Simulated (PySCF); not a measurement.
Gas-phase reaction: In(CH₃)₂NH₂ + 4 CH₂ → In(CH₃)₃.NH₃ + C₃H₄ (allene)

Computed with PySCF and rigid-rotor harmonic-oscillator thermochemistry at 1 bar. † marks an energy on the PBE0/def2-TZVP geometry and frequencies. Open shells (unrestricted): CH₂ (multiplicity 3); the rest are closed-shell singlets. B3LYP is the form with VWN-RPA correlation. In: scalar-relativistic def2 core potential, no spin-orbit coupling. Adducts (In(CH₃)₃.NH₃) have no counterpoise correction, and HF, PBE, BLYP, B3LYP and PBE0 lack dispersion. Methyl groups turn as free rotors in In(CH₃)₂NH₂. In(CH₃)₂NH₂, In(CH₃)₃.NH₃: computed as isolated molecules; such fragments, hydroxides, amides, oligomers or adducts are transient or little studied in the gas. The harmonic model lacks anharmonicity and excited electronic states, which grow with temperature; levels with a mode under 35 cm⁻¹ are left out. Soft modes under 120 cm⁻¹ make the harmonic entropy rough for In(CH₃)₂NH₂, In(CH₃)₃.NH₃.

ΔH° and ΔS° at 298 K: B3LYP/def2-TZVP† -1422 kJ, -459 J/K; M06-2X/def2-TZVP† -1429 kJ, -459 J/K; PBE/def2-TZVP† -1469 kJ, -459 J/K; PBE0/def2-SVP† -1441 kJ, -459 J/K.

**Question.** With the heat capacities included, give log10 K (1 bar) at 600, 800, 1200, 1400, 2500 K from B3LYP/def2-TZVP†, M06-2X/def2-TZVP†, PBE/def2-TZVP†, PBE0/def2-SVP†.

**Answer.** 
```csv
T (K),B3LYP/def2-TZVP†,M06-2X/def2-TZVP†,PBE/def2-TZVP†,PBE0/def2-SVP†
600,99.7,100.3,103.8,101.3
800,68.7,69.2,71.8,69.9
1200,37.9,38.2,40.0,38.8
1400,29.2,29.5,31.0,29.9
2500,6.7,6.8,7.6,7.0
```
